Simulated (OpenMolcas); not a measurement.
Levels of In by method

- Program: OpenMolcas
- Basis: ANO-R2 [7s6p4d2f1g]
- Scalar Hamiltonian: X2C, finite nucleus
- Active space: 3 electrons in 4 orbitals (5s 5p)
- State averaging: 2S+1 = 4 odd, 1 root (0 in the spin-orbit step); 2S+1 = 2 odd, 3 roots; 2S+1 = 4 even, 3 roots; 2S+1 = 2 even, 5 roots
- Spin-orbit coupling: state interaction with AMFI integrals over the reference wave functions, term energies averaged over their components

Methods on the same reference wave functions:
A. CASSCF
B. SS-CASPT2, IPEA 0.25 Eh, imaginary shift 0.1 Eh (closed shells correlated: 4d)

Energies in eV above 5s2 5p 2P* 1/2, the measured ground level; measured values from NIST Handbook of Basic Atomic Spectroscopic Data.

```json
{"Level": "5s2 5p 2P* 1/2", "A": "0.0000", "B": "0.0000", "Measured": "0.0000"}
{"Level": "5s2 5p 2P* 3/2", "A": "0.2523", "B": "0.252", "Measured": "0.2743"}
{"Level": "5s 5p2 4P 1/2", "A": "3.3439", "B": "4.285", "Measured": "4.3367"}
{"Level": "5s 5p2 4P 3/2", "A": "3.4331", "B": "4.374", "Measured": "4.4660"}
{"Level": "5s 5p2 4P 5/2", "A": "3.5781", "B": "4.516", "Measured": "4.6434"}
```

Deviations, from unrounded energies. A percentage is the sum of absolute deviations over the sum of measured energies, with the sign that they share, or ± where signs differ.

```csv
Against measurement,Levels,A,B
mean absolute deviation (cm-1),4,6300,590
fine structure of the ground term (%),1,-8.0,-8.0
other configurations (%),3,-23.0,-2.0
```

B lies closest to measurement on these levels. The largest miss of B in the table is 5s 5p2 4P 5/2, by -1000 cm-1. The ranking rests on the paired levels alone, and a cruder setting can come out closer through cancelling errors.

The lowest spin-free term lies below A's lowest term by 0.453 hartree in B.

Some high roots are left out of the spin-orbit mixing, which shifts the levels that they would mix with. Terms of s pⁿ other than that of highest spin mix with s² pⁿ⁻² d, which this space lacks; all of them can be thousands of cm-1 off, and some have no real level of that name. Without dynamic correlation excited terms often stand tens of per cent too high (terms of higher spin than the ground term too low), and those without a measured partner can miss by more than the paired ones (holds for A). Computed and measured levels are paired by configuration, term and J; levels that our copy of the source lacks, or whose pairing is in doubt (as where it misses far off the trend of its configuration), stay unpaired and out of the deviations. Levels of configurations outside the active space are missing. The table leaves out levels that lie high or whose names do not pair safely across all columns.

* marks odd parity.
